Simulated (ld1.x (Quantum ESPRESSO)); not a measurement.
**thulium: excitation energies, all-electron against PAW**

* Element: Tm (Z = 69)
* Generator: ld1.x (Quantum ESPRESSO) 7.5
* Type: PAW
* Functional: LDA (PZ)
* Relativity: fully relativistic
* Frozen core: [Kr]
* Valence charge: 33
* Reference configuration: 4d10 4f12 5s2 5p6 5d1 6s2 6p0
* Partial waves: 5s (bound): rcut 1.75, rcutus 2.20 bohr; 6s (bound): rcut 1.75, rcutus 2.20 bohr; 5p (bound): rcut 2.35, rcutus 2.50 bohr; 6p (bound, empty): rcut 2.35, rcutus 2.50 bohr; 4d (bound): rcut 0.75, rcutus 0.85 bohr; 5d (bound): rcut 0.75, rcutus 0.85 bohr; 4f (bound): rcut 1.15, rcutus 1.25 bohr; 4f channel at -0.15 Ry: rcut 1.15, rcutus 1.25 bohr
* Local potential: all-electron potential smoothed inside 0.85 bohr (lloc = -1)
* Core correction: Bessel-smoothed model core inside 0.50 bohr
* Augmentation charge: BESSEL, radius 0.70 bohr

Open shells are filled in proportion to 2j + 1 (rel_dist='average').

Energies are relative to the spin-unpolarised reference configuration 4d10 4f12 5s2 5p6 5d1 6s2 6p0; without spin polarisation the order of configurations can differ from experiment.

**Question.** Give the all-electron excitation energy and the error of the potential for: 4d10 4f13 5s2 5p6 5d0 6s2 6p0; 4d10 4f13 5s2 5p6 5d0 6s1 6p0; 4d10 4f13 5s2 5p6 5d0 6s0 6p0; 4d10 4f13 5s2 5p6 5d1 6s1 6p0; 4d10 4f12 5s2 5p6 5d1 6s1 6p0; 4d10 4f13 5s2 5p6 5d0 6s1.5 6p0; 4d10 4f13 5s2 5p6 5d0 6s1 6p1.

**Answer.**

| valence configuration | charge | ΔE all-electron (eV) | error AE − PS (meV) |
| --- | --- | --- | --- |
| 4d10 4f13 5s2 5p6 5d0 6s2 6p0 | 0 | -4.885 | +1394 |
| 4d10 4f13 5s2 5p6 5d0 6s1 6p0 | +1 | 1.801 | -959 |
| 4d10 4f13 5s2 5p6 5d0 6s0 6p0 | +2 | 14.118 | -1221 |
| 4d10 4f13 5s2 5p6 5d1 6s1 6p0 | 0 | -1.773 | -1040 |
| 4d10 4f12 5s2 5p6 5d1 6s1 6p0 | +1 | 7.364 | -13 |
| 4d10 4f13 5s2 5p6 5d0 6s1.5 6p0 | +0.5 | -2.219 | -881 |
| 4d10 4f13 5s2 5p6 5d0 6s1 6p1 | 0 | -1.929 | -657 |

Levels in the configuration 4d10 4f12 5s2 5p6 5d1 6s1 6p0:

```tsv
level	all-electron (eV)	pseudo (eV)
4d j=3/2	-190.286	-190.039
4d j=5/2	-181.714	-181.472
4f j=5/2	-17.150	-16.926
4f j=7/2	-15.879	-15.658
5s j=1/2	-64.392	-64.272
5p j=1/2	-41.583	-41.347
5p j=3/2	-35.446	-35.266
5d j=3/2	-8.539	-8.509
5d j=5/2	-8.164	-8.137
6s j=1/2	-10.213	-10.241
```

These tests converged, but a pseudo level misses the all-electron one widely, so the file describes the atom poorly there or has found another state: 4d10 4f13 5s2 5p6 5d0 6s2 6p0: 5p by 3.4 eV (a node warning on the way); 4d10 4f13 5s2 5p6 5d0 6s0 6p0: empty 6p by 2.0 eV; 4d10 4f13 5s2 5p6 5d1 6s1 6p0: 4f by 1.3 eV; 4d10 4f13 5s2 5p6 5d0 6s1.5 6p0: 4f by 1.5 eV; 4d10 4f13 5s2 5p6 5d0 6s1 6p1: 4f by 1.6 eV.

The ghost test of this file was not conclusive.
